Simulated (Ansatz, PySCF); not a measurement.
Si(Cl)2(OH)2 (Cl₂H₂O₂Si), SMILES O[Si](O)(Cl)Cl.

The structure is a stationary point at PBE0-D3(BJ)/def2-SVP. The values are those of a single conformer.

Vertical ionisation energy (IE) and electron affinity (EA) in eV. Rows of orbital energies are one-electron estimates. Where ΔSCF, EOM or ADC give a negative EA the extra electron is unbound and the value depends on the basis.

```tsv
level	IE	EA
−ε(HOMO), −ε(LUMO), r2SCAN/def2-TZVP (PySCF)	___	___
−ε(HOMO), −ε(LUMO), PBE/def2-TZVP (PySCF)	7.70	0.81
ΔSCF, CAM-B3LYP/def2-SVPD (Ansatz), final states of multiplicity 2 and 2	11.83	-0.77
ΔSCF, PBE/def2-SVPD (Ansatz), final states of multiplicity 2 and 2	10.80	-0.49
```

### Question
Complete the blanks. (The exact figures need the calculation; the answer reports its results.)

### Answer

- −ε(HOMO), −ε(LUMO), r2SCAN/def2-TZVP (PySCF), IE: 8.11
- −ε(HOMO), −ε(LUMO), r2SCAN/def2-TZVP (PySCF), EA: 0.23

### Question
What vertical singlet–triplet gap does ΔSCF give with CAM-B3LYP/def2-SVPD (Ansatz, a quantum-chemistry and plane-wave program) and with PBE/def2-SVPD (Ansatz)? (Estimate from the structure and the level; the computed values follow.)

### Answer
7.97 and 6.61 eV (triplet above singlet where positive).
